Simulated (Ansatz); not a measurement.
Input file for Ansatz (a first-principles code): R-SVWN5/def2-TZVPP on H5NSeSi (SMILES N[Se][SiH3]), a point of a torsion scan.

Ansatz 0.2 input:
```yaml
crystal:
  periodic: [false, false, false]
  atoms:
    - {symbol: N, position_ang: [1.75535413, -0.12741776, -0.01884773]}
    - {symbol: Se, position_ang: [0.44774819, -0.04143903, 1.34591407]}
    - {symbol: Si, position_ang: [0.32755333, -2.23976020, 1.90991894]}
    - {symbol: H, position_ang: [2.53877978, 0.45422682, 0.27338428]}
    - {symbol: H, position_ang: [2.10559340, -1.08026701, -0.07857765]}
    - {symbol: H, position_ang: [-0.20613701, -3.01888203, 0.79351458]}
    - {symbol: H, position_ang: [1.68417609, -2.70362274, 2.21142342]}
    - {symbol: H, position_ang: [-0.53816975, -2.25787368, 3.07671491]}
basis:
  gaussian:
    orbitals: def2-TZVPP
hamiltonian:
  xc: {name: SVWN5}
scf: {lower_state_search: off}
```

The head of its log:

```
WARN ansatz: RAYON_NUM_THREADS=1 ignored (pool sized by the plan → 1); use --threads N
Functional definition: SVWN5
these checks for a lower state are left out or cut short: stability, starts, cluster_reference, orbital_swaps, neighbouring_geometries, increment
integrals: 0.11 GiB planned
1125 factors; their error is unknown
mean field: 0.73 GiB planned
mean field evaluation 1: about -74653.0850 eV, gradient 6.9e1 eV
mean field evaluation 2: about -74577.1984 eV, gradient 1.4e2 eV
```

### Question
What total energy does the run end on?

### Answer
-2743.7822 hartree.
